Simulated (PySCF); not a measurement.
# Nuclear quadrupole coupling in `BCBCC(F)(F)F`

Compound: C₃H₇B₂F₃.
Cartesian coordinates in Å at the PBE0-D3(BJ)/def2-SVP level; atoms count from 1:
```
atom  x, y, z in Å
B1     2.553    0.052    0.269
C2     1.465   -0.804   -0.439
B3     0.173    0.066   -0.510
C4    -1.137   -0.370    0.246
C5    -2.199    0.683    0.361
F6    -1.745    1.761    1.017
F7    -3.276    0.245    1.026
F8    -2.618    1.094   -0.840
H9     2.956   -0.232    1.374
H10    2.991    1.042   -0.271
H11    1.312   -1.801   -0.003
H12    1.792   -0.854   -1.498
H13    0.179    1.083   -1.164
H14   -0.904   -0.758    1.251
H15   -1.561   -1.226   -0.310
```

Field gradients from the PBE0/pcSseg-1 density (PySCF, non-relativistic), principal values in atomic units, ordered |Vxx| ≤ |Vyy| ≤ |Vzz|:

| atom | Vxx | Vyy | Vzz |
| --- | --- | --- | --- |
| B1 | -0.2919 | -0.3159 | 0.6078 |
| B3 | -0.2735 | -0.3087 | 0.5822 |

Q: Find the asymmetry η = (Vxx − Vyy)/Vzz and the couplings χ = eQV/h (234.96 MHz × Q in barn × V in au), with Q(11B) = 0.04059 b.

A: 
```json
{"atom": "B1", "environment": "three-coordinate boron", "nucleus": "11B", "η": "0.04", "χzz (MHz)": "5.80", "χxx (MHz)": "-2.78", "χyy (MHz)": "-3.01"}
{"atom": "B3", "environment": "three-coordinate boron", "nucleus": "11B", "η": "0.06", "χzz (MHz)": "5.55", "χxx (MHz)": "-2.61", "χyy (MHz)": "-2.94"}
```

The gradient is axial or nearly so (η below 0.05) at B1. 

Q: What is Vzz at B3 in SI units (1 au = 9.71736 × 10²¹ V/m²)?

A: 0.5822 au = 5.658 × 10²¹ V/m².

Q: And the gradient at the other heavy atoms, for which no coupling is worked out here?

A: 
```csv
atom,environment,Vzz (au),η
C2,sp3 carbon bound to boron,-0.158,0.73
C4,sp3 carbon bound to boron,-0.187,0.47
C5,CF3 carbon,-0.460,0.01
F6,fluorine of a CF3 group,2.873,0.05
F7,fluorine of a CF3 group,2.878,0.06
F8,fluorine of a CF3 group,2.876,0.05
```

Q: What couplings would deuterons (Q(2H) = 0.00286 b) have in place of the hydrogens, at this geometry?

A: 
| atom | bonded to | bond length (Å) | Vzz (au) | η | χzz (kHz) |
| --- | --- | --- | --- | --- | --- |
| H9 | B1 | 1.210 | 0.1985 | 0.13 | 133 |
| H10 | B1 | 1.209 | 0.1982 | 0.13 | 133 |
| H11 | C2 | 1.098 | 0.3000 | 0.04 | 202 |
| H12 | C2 | 1.109 | 0.2870 | 0.05 | 193 |
| H13 | B3 | 1.209 | 0.1962 | 0.09 | 132 |
| H14 | C4 | 1.102 | 0.2874 | 0.06 | 193 |
| H15 | C4 | 1.105 | 0.2834 | 0.06 | 190 |

Geometry: PBE0-D3(BJ)/def2-SVP, one conformer, isolated molecule. With so small a basis the couplings can be 20 % off.

The run behind these numbers computed NMR shieldings as well. Hardware: one thread, Arm Neoverse N1 (aarch64), no GPU, shared host with 64 logical CPUs at a one-minute load of 64. Cost: 51 s wall (with the writing of density and orbital grids), 1.0 GiB resident at most.
